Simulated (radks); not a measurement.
Results of a calculation; reference values are marked as such.
Q: Coulomb parameter of the 4f shell of the samarium ion Sm+ in the model configuration [Xe] 4f6 6s1, as a second difference U = [E(n + 0.25) + E(n - 0.25) - 2 E(n)] / (0.25)^2 with all orbitals relaxed. "Bare": the charge of the atom changes with n. "Screened": the 6s shell takes up the change at fixed total charge, which measures U(4f,4f) + U(6s,6s) - 2 U(4f,6s). Level of theory: scalar-relativistic Kohn-Sham, r2SCAN, spin-unpolarised, spherical densities, finite nucleus; meta-GGA in the generalised Kohn-Sham scheme; Fermi nuclear charge, rms radius 5.0819 fm (a radial shooting solver on a logarithmic mesh with Libxc functionals). Estimate both.

A: U(bare) = 13.616 eV, U(screened by 6s) = 5.249 eV, against the Slater integral F0(4f,4f) = 25.790 eV with frozen orbitals.
